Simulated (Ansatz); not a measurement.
Two spin states of LaH, each at its own minimum; 2S+1 = 1, 3, 5 were tried, and our sources give no spin for the ground state. No spin–orbit coupling.

| level | energy of the multiplicity-3 state above the multiplicity-1 state (kJ/mol) |
|---|---|
| PBE/def2-TZVPP | -13.5 |
| PBE0/def2-TZVPP | -18.7 |
| wB97X-V/def2-TZVPP | 6.9 |
| CCSD/def2-TZVPP | 10.1 |
| CCSD(T)/def2-TZVPP | 20.5 |

The rows run from -18.7 (PBE0/def2-TZVPP) to 20.5 kJ/mol (CCSD(T)/def2-TZVPP). The 3 functionals in def2-TZVPP without D3 or D4 span 25.7, from PBE0 to wB97X-V.

Each state is the lowest solution found for its spin in def2 and cc sets. The singlet is a restricted closed-shell determinant, which can mix singlet states where a π or δ shell is part-filled.

Correlated levels freeze the inner cores; with def2 sets outer-core shells near the valence are correlated too.

Doubts at one or more of the structures used: a restricted determinant that unrestricted orbitals would lower (CCSD/def2-TZVPP, CCSD(T)/def2-TZVPP).

Programs: Ansatz (a program for electronic structure) with Gaussian orbitals. Values without a source in brackets are computed. In def2 rows elements past Kr take small-core potentials, without spin–orbit coupling.
